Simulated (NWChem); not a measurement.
System: MgICl; SMILES [Cl][Mg][I]

All runs: NWChem. All runs use the structure optimised with PBE0/def2-SVP. def2 effective core potentials on I; no spin-orbit coupling. Level: PBE0/def2-SVPD; rows give the wavelength of the field.

```tsv
field	isotropic polarisability (bohr³)	anisotropy (bohr³)
static	?	?
1065 nm	74.6	32.7
589 nm	77.7	35.0
```

Question: Fill in the missing entries.

Answer: 
- static, isotropic polarisability (bohr³): 73.4
- static, anisotropy (bohr³): 31.7
